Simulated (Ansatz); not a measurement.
`C[As](C)[SiH3]` + H₂ → `C[AsH]C` + SiH₄ at 600 K and 1 bar (hydrogenolysis of the As–Si bond).

Computed with Ansatz on PBE0-D4/def2-TZVP structures; ΔE is electronic, products minus reactants. CBS: MP2 limit from def2 TZ/QZ plus the TZ coupled-cluster correction, frozen cores. This one scheme is used for every species. For As outer-core shells are correlated without core-valence functions, which leaves a few kJ/mol of doubt a bond. Scalar relativity is left out up to krypton.

| species | CCSD(T)/CBS energy (Eh) | H − E (kJ/mol) | S (J/(mol·K)) |
| --- | --- | --- | --- |
| `C[As](C)[SiH3]` | -2605.61324 | 331.6 | 476.2 |
| H₂ | -1.17544 | 43.9 | 150.8 |
| `C[AsH]C` | -2315.32263 | 265.2 | 384.4 |
| SiH₄ | -291.46306 | 108.7 | 242.3 |

H − E and S are ideal-gas, rigid-rotor, harmonic terms from PBE0-D4/def2-TZVP. For small species the MP2-based limit differs from directly extrapolated CCSD(T) by up to some mEh (0.8 for H₂); such offsets cancel only in part. 1 Eh = 2625.50 kJ/mol, R = 8.31446 J/(mol·K).

By hand: ΔE, ΔH, ΔS and ΔG.

ΔE = (-2315.32263) + (-291.46306) − (-2605.61324) − (-1.17544) = 0.00299 Eh = 7.9 kJ/mol. Δ(H − E) = 265.2 + 108.7 − 331.6 − 43.9 = -1.6, so ΔH = 6.3 kJ/mol. ΔS = 384.4 + 242.3 − 476.2 − 150.8 = -0.3 J/(mol·K). ΔG = 6.3 − 600 × (-0.3)/1000 = 6.5 kJ/mol.

By hand: the equilibrium constant, and the temperature at which ΔG would vanish if ΔH and ΔS stayed fixed.

log₁₀ K = −ΔG/(RT ln 10) = -0.6. ΔH and −TΔS have one sign here, so there is no such temperature.

The number of gas molecules stays the same, so ΔS is small and ΔH decides. A doubt of 5 kJ/mol in ΔE shifts log₁₀ K by 0.4 here. These are equilibria of isolated gas molecules and say nothing of rates. Largest T1 diagnostic: 0.011 (customary marks: 0.02 for closed shells, 0.045 for open ones).

ΔS is within the doubt of such terms, so its sign, and with it that verdict, could turn.
